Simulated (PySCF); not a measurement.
**Electron correlation in Lu⁵¹⁺ (lutetium, charge +51)**

Starting occupation: [Ar] 3d2, 3d3/2 with m_j = +1/2, +3/2. Computed with PySCF 2.14 in an even-tempered Gaussian basis (15 s from 14 bohr⁻², ratio 2.8; 12 p from 18 bohr⁻², ratio 2.8; 8 d from 18 bohr⁻², ratio 2.8; 3 f from 55 bohr⁻², ratio 3), with X2C-1e with screened-nucleus spin-orbit coupling, Gaussian nucleus. Frozen: [Ne]; 10 electrons correlated; the 72 highest virtual spinors left out.

MP2 pair energies summed by pair of shells (mhartree):

```
       pair   energy  share (%)
3p3/2-3p3/2  -175.84       38.1
3p1/2-3p3/2   -89.46       19.4
3d3/2-3p3/2   -68.59       14.9
3p3/2-3s1/2   -32.66        7.1
3d3/2-3p1/2   -31.67        6.9
3d3/2-3s1/2   -16.26        3.5
3p1/2-3s1/2   -15.75        3.4
3s1/2-3s1/2   -11.55        2.5
3p1/2-3p1/2   -10.98        2.4
3d3/2-3d3/2    -8.47        1.8
```

Total MP2 correlation energy: -461.24 mhartree.

At this charge the one-electron X2C treatment keeps the bare 1/r₁₂, with no two-electron picture change or Breit term. The effect here is smaller than on the frozen 1s shell.
